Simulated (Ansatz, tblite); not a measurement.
Cost and result up the ladder for AlGe23H32 (56 atoms). The state is a doublet with charge 0. Geometry: PBE-D4/def2-SVP.

Cartesian coordinates in Å:
```
Ge 2.3407 -2.9143 2.3668
Ge 3.5887 1.4616 1.8699
Ge 1.0774 1.0909 -4.6355
Ge 2.7239 3.1503 -1.6596
Ge 1.7733 -0.6737 -0.9651
Ge -2.2461 -1.9309 -1.0739
Ge -0.2166 0.1429 1.9014
Ge -1.1880 2.1385 -1.5658
Ge -1.6361 -3.5648 2.5512
Ge -4.2761 -0.6198 2.0744
Ge 0.5684 4.0382 1.5503
Ge 2.5596 -2.8119 -0.0676
Ge 1.5305 -0.9936 -3.4285
Ge -1.8219 -4.0102 0.1492
Ge 3.4236 1.0860 -0.5405
Ge 0.1772 -1.9900 3.0429
Ge 1.3018 1.9406 2.5909
Ge 2.7948 2.7398 -4.0723
Ge -1.1129 1.9841 -4.0118
Ge 0.4858 3.8017 -0.8903
Al -0.6721 -0.0822 -0.5969
Ge -4.4484 -1.1690 -0.3049
Ge -2.4925 1.0189 2.4338
Ge -3.7302 -2.6116 3.3863
H 2.4631 -4.3876 2.8568
H 3.4942 -2.0949 3.0138
H 4.5155 2.6771 2.1650
H 4.1645 0.2161 2.6022
H 1.1412 0.7572 -6.1607
H 3.7430 4.2730 -1.2814
H -2.3986 -2.2914 -2.5875
H -2.5878 2.7204 -1.1850
H -1.3255 -4.8912 3.3165
H -5.5988 0.0185 2.6066
H 1.5741 5.1619 1.9456
H -0.8292 4.4344 2.1110
H 4.0555 -2.9885 -0.4687
H 1.7464 -3.9666 -0.7185
H 2.8728 -1.6341 -3.9098
H 0.3984 -2.0391 -3.6552
H -0.5167 -4.7024 -0.3414
H -2.9900 -5.0226 -0.0509
H 4.7899 0.5922 -1.1174
H 0.2123 -1.7003 4.5795
H 1.2275 2.0483 4.1481
H 4.2076 2.2182 -4.4706
H 2.5273 4.0549 -4.8622
H -1.3018 3.3636 -4.7112
H -2.2234 1.0244 -4.5335
H 0.1757 5.2049 -1.5060
H -4.8923 0.1090 -1.0759
H -5.5589 -2.2480 -0.4838
H -2.7053 2.3014 1.5785
H -2.4250 1.4574 3.9349
H -4.8811 -3.6541 3.2671
H -3.5796 -2.2338 4.8896
```

Ansatz on 11 threads of AMD EPYC 7R13 on a shared host and a whole NVIDIA H100 80GB HBM3; xTB runs through tblite on one thread. Times are rough, summed over both states, and most runs start from the orbitals of an earlier one. PBE0-D4/def2-SVP serves as the yardstick here, not as an exact answer. The other state is a singlet, and no other spin of it was run.

The xTB rows come from tblite. B3LYP takes the VWN-RPA correlation. Single mean-field runs in def2-SVP are fitted with def2-universal-jkfit.

Raw xTB energies of ions are shifted by several eV, and xTB has no spin-polarisation term.

| level | functions | vertical IE (eV) | difference from PBE0-D4/def2-SVP (eV) |
| --- | --- | --- | --- |
| B3LYP-D4/def2-SVP (with forces) | 914 | 7.21 | -0.04 |
| GFN1-xTB | 280 | 12.29 | 5.03 |
| PBE0-D4/def2-SVP | 914 | 7.26 | 0.00 |
| GFN2-xTB | 248 | 10.84 | 3.59 |
| PBE-D4/def2-SVP (with forces) | 914 | 6.89 | -0.37 |

(1) Estimate how long each takes.

## Answers

(1) GFN1-xTB 2.1 s; GFN2-xTB 2.5 s; PBE-D4/def2-SVP (with forces) 37 s; PBE0-D4/def2-SVP 61 s; B3LYP-D4/def2-SVP (with forces) 73 s. On shared hardware such times vary by a factor of up to 3.
